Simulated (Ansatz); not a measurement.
The first iterations of a band of CH5ClFSbSn (10 atoms, charge 0, multiplicity 1).

Computed with Ansatz 0.2.0, RKS B3LYP/def2-SVP.

* movable images: 7
* climbing image: from the first iteration
* spring: 5.0 eV/Å²
* optimiser: lbfgs
* start path: IDPP
* force threshold: 0.03 eV/Å
* iteration limit: 43
* end points: relaxed

Initial state:

```xyz
10
Properties=species:S:1:pos:R:3
F -1.142 1.964 0.486
Sb 0.171 1.344 1.812
Cl -1.222 -0.267 2.914
C 1.014 -0.083 0.422
Sn -0.265 -0.471 -1.320
H 1.183 -1.028 0.961
H 1.986 0.298 0.068
H -1.869 -0.826 -0.844
H -0.194 0.866 -2.392
H 0.421 -1.848 -2.104
```

Final state:

```xyz
10
Properties=species:S:1:pos:R:3
F 0.525 2.214 -0.501
Sb 1.137 1.521 1.233
Cl -0.917 1.811 2.437
C 0.715 -0.520 0.657
Sn -0.577 -0.681 -1.112
H 0.225 -1.023 1.506
H 1.668 -1.034 0.446
H -1.042 -2.343 -1.199
H -1.973 0.293 -0.947
H 0.324 -0.288 -2.518
```

| iteration | highest image above the first end (eV) | largest band force component (eV/Å) |
| --- | --- | --- |
| 1 | 0.299 | 1.390 |
| 2 | 0.248 | 0.905 |
| 3 | 0.182 | 0.366 |
| 4 | 0.151 | 0.675 |
| 5 | 0.141 | 0.183 |
| 6 | 0.133 | 0.224 |
| 7 | 0.130 | 0.157 |
| 8 | 0.120 | 0.342 |
| 9 | 0.116 | 0.124 |
| 10 | 0.114 | 0.144 |
| 11 | 0.112 | 0.109 |
| 12 | 0.107 | 0.238 |

Does the band converge within its limit, and where does its top end?

It converged. It ended after 37 iterations with the highest image 0.089 eV above the first end. The order of the stationary point at the top wasn't checked.

The run took 16 min on 2 threads of Intel(R) Xeon(R) Platinum 8488C (Sapphire Rapids) (shared host), peak memory 0.38 GiB.
